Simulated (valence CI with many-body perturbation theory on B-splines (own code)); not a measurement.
Tc²⁺: calculated level list

Level of theory: valence CI with perturbative core correlation (CI+MBPT): five valence electrons over a frozen Dirac-Fock core [Kr], a basis of 7 s, 7 p, 8 d, 6 f, 4 g, 1 h functions for each j, with the one-electron correlation potential Σ1, the two-electron term Σ2, the three-electron term Σ3, Breit, model QED; selected CI, second order for the rest, scaled by the run's own slope (own B-spline code, finite nucleus).

No measured levels were compared; by estimate terms of the open shell hold to 2 to 4 % of their energy, and close levels can change places; different configurations can be misplaced against each other by 1,000 to 8,000 cm⁻¹. Among the levels kept, up to 2700 cm⁻¹ of a level comes from second order outside the variational space, and about a tenth of that is noise between levels of different J, which matters for small intervals.

Levels 46 to 90 of 216, with energies above the lowest level, 4d5 6S_5/2. "Leading %" is the weight of the configuration and term that name the level; weights of strongly mixed levels are sums over their largest components and can fall short. In the jj column 3d3/2^4 stands for four electrons in 3d with j = 3/2.

| No. | Configuration | Term | J | E (cm⁻¹) | Leading % | Second component | g | Leading jj |
| --- | --- | --- | --- | --- | --- | --- | --- | --- |
| 46 | 4d5 | 2P | 1/2 | 60946 | 51 | 35 % 4d4 5s 4P | 1.420 | 4d3/2^2 4d5/2^3 (28 %) |
| 47 | 4d4 5s | 4H | 11/2 | 61214 | 92 | 5 % 4d4 5s 4G | 1.139 | 4d3/2^2 4d5/2^2 5s (76 %) |
| 48 | 4d4 5s | 4P | 1/2 | 61236 | 56 | 36 % 4d5 2P | 1.870 | 4d3/2^4 5s (19 %) |
| 49 | 4d4 5s | 4H | 13/2 | 61730 | 96 |  | 1.228 | 4d3/2^2 4d5/2^2 5s (51 %) |
| 50 | 4d4 5s | 4P | 3/2 | 62637 | 91 |  | 1.714 | 4d3/2^2 4d5/2^2 5s (35 %) |
| 51 | 4d4 5s | 4F | 5/2 | 62960 | 69 | 26 % 4d4 5s 4G | 0.909 | 4d3/2^2 4d5/2^2 5s (55 %) |
| 52 | 4d4 5s | 4F | 7/2 | 63116 | 67 | 25 % 4d4 5s 4G | 1.156 | 4d3/2^2 4d5/2^2 5s (47 %) |
| 53 | 4d4 5s | 4F | 3/2 | 63128 | 94 |  | 0.411 | 4d3/2^2 4d5/2^2 5s (53 %) |
| 54 | 4d4 5s | 4F | 9/2 | 63349 | 73 | 15 % 4d4 5s 4G | 1.284 | 4d3/2^3 4d5/2 5s (34 %) |
| 55 | 4d4 5s | 4G | 5/2 | 64620 | 69 | 25 % 4d4 5s 4F | 0.702 | 4d3/2 4d5/2^3 5s (42 %) |
| 56 | 4d4 5s | 4P | 5/2 | 64743 | 91 |  | 1.589 | 4d3/2 4d5/2^3 5s (38 %) |
| 57 | 4d4 5s | 4G | 7/2 | 65260 | 68 | 26 % 4d4 5s 4F | 1.050 | 4d3/2^2 4d5/2^2 5s (45 %) |
| 58 | 4d4 5s | 4G | 9/2 | 65615 | 74 | 18 % 4d4 5s 4F | 1.195 | 4d3/2^2 4d5/2^2 5s (51 %) |
| 59 | 4d4 5s | 4G | 11/2 | 65692 | 89 | 5 % 4d4 5s 4H | 1.259 | 4d3/2 4d5/2^3 5s (69 %) |
| 60 | 4d5 | 2D | 5/2 | 66810 | 86 | 6 % 4d4 5s 2D | 1.200 | 4d3/2^2 4d5/2^3 (70 %) |
| 61 | 4d5 | 2D | 3/2 | 66854 | 85 | 7 % 4d4 5s 2D | 0.812 | 4d3/2 4d5/2^4 (46 %) |
| 62 | 4d4 5s | 2H | 9/2 | 67717 | 88 | 6 % 4d4 5s 2G | 0.927 | 4d3/2^2 4d5/2^2 5s (67 %) |
| 63 | 4d4 5s | 2H | 11/2 | 68559 | 79 | 14 % 4d4 5s 2I | 1.072 | 4d3/2^2 4d5/2^2 5s (66 %) |
| 64 | 4d4 5s | 2P | 1/2 | 68765 | 68 | 20 % 4d4 5s 4D | 0.558 | 4d3/2^2 4d5/2^2 5s (56 %) |
| 65 | 4d4 5s | 4D | 7/2 | 69605 | 94 |  | 1.419 | 4d3/2 4d5/2^3 5s (47 %) |
| 66 | 4d4 5s | 4D | 5/2 | 69811 | 87 |  | 1.355 | 4d3/2^3 4d5/2 5s (29 %) |
| 67 | 4d4 5s | 4D | 3/2 | 69852 | 87 | 7 % 4d4 5s 2P | 1.207 | 4d3/2^2 4d5/2^2 5s (41 %) |
| 68 | 4d4 5s | 2F | 7/2 | 70381 | 58 | 32 % 4d4 5s 2G | 1.058 | 4d3/2^3 4d5/2 5s (34 %) |
| 69 | 4d4 5s | 4D | 1/2 | 70485 | 76 | 17 % 4d4 5s 2P | 0.160 | 4d3/2 4d5/2^3 5s (71 %) |
| 70 | 4d4 5s | 2I | 13/2 | 70916 | 96 |  | 1.079 | 4d3/2 4d5/2^3 5s (51 %) |
| 71 | 4d4 5s | 2F | 5/2 | 70934 | 87 |  | 0.882 | 4d3/2^2 4d5/2^2 5s (43 %) |
| 72 | 4d4 5s | 2I | 11/2 | 71314 | 82 | 14 % 4d4 5s 2H | 0.949 | 4d3/2 4d5/2^3 5s (73 %) |
| 73 | 4d4 5s | 2P | 3/2 | 71755 | 82 | 6 % 4d4 5s 4D | 1.312 | 4d3/2 4d5/2^3 5s (35 %) |
| 74 | 4d4 5s | 2G | 7/2 | 71977 | 86 | 7 % 4d4 5s 2F | 0.912 | 4d3/2^2 4d5/2^2 5s (63 %) |
| 75 | 4d4 5s | 2G | 9/2 | 72621 | 92 |  | 1.110 | 4d3/2 4d5/2^3 5s (50 %) |
| 76 | 4d4 5s | 2G | 9/2 | 73821 | 85 | 6 % 4d4 5s 2H | 1.105 | 4d3/2 4d5/2^3 5s (41 %) |
| 77 | 4d4 5s | 2G | 7/2 | 74300 | 65 | 26 % 4d4 5s 2F | 0.962 | 4d5/2^4 5s (54 %) |
| 78 | 4d4 5s | 2D | 3/2 | 76832 | 93 |  | 0.806 | 4d3/2 4d5/2^3 5s (37 %) |
| 79 | 4d4 5s | 2D | 5/2 | 77381 | 80 | 7 % 4d5 2D | 1.196 | 4d3/2^2 4d5/2^2 5s (29 %) |
| 80 | 4d4 5s | 2S | 1/2 | 77525 | 89 |  | 1.980 | 4d3/2 4d5/2^3 5s (56 %) |
| 81 | 4d4 5s | 2D | 5/2 | 78151 | 86 | 4 % 4d4 5s 2F | 1.186 | 4d3/2^2 4d5/2^2 5s (36 %) |
| 82 | 4d4 5s | 2D | 3/2 | 79201 | 80 | 9 % 4d5 2D | 0.805 | 4d3/2^2 4d5/2^2 5s (44 %) |
| 83 | 4d4 5s | 2F | 7/2 | 81039 | 86 | 8 % 4d4 5s 4F | 1.152 | 4d3/2 4d5/2^3 5s (49 %) |
| 84 | 4d4 5s | 2F | 5/2 | 81368 | 83 | 6 % 4d4 5s 2D | 0.891 | 4d3/2 4d5/2^3 5s (58 %) |
| 85 | 4d4 5s | 4P | 5/2 | 83847 | 93 |  | 1.588 | 4d3/2^2 4d5/2^2 5s (54 %) |
| 86 | 4d4 5s | 4F | 9/2 | 84347 | 95 |  | 1.331 | 4d3/2^2 4d5/2^2 5s (69 %) |
| 87 | 4d4 5s | 4F | 3/2 | 84506 | 93 |  | 0.421 | 4d3/2^2 4d5/2^2 5s (49 %) |
| 88 | 4d4 5s | 4F | 5/2 | 84721 | 88 | 7 % 4d4 5s 2F | 1.020 | 4d3/2 4d5/2^3 5s (62 %) |
| 89 | 4d4 5s | 4F | 7/2 | 84750 | 88 | 8 % 4d4 5s 2F | 1.229 | 4d3/2 4d5/2^3 5s (67 %) |
| 90 | 4d4 5s | 4P | 3/2 | 85139 | 94 |  | 1.719 | 4d3/2 4d5/2^3 5s (69 %) |

Names give the largest LS component (configuration and term), which can be under half, so a name can repeat, a term be missing and a line seem to break the LS rules; names also repeat where a configuration has a term twice.

Where two levels of one J and parity lie close, their mixing, g and order are uncertain.
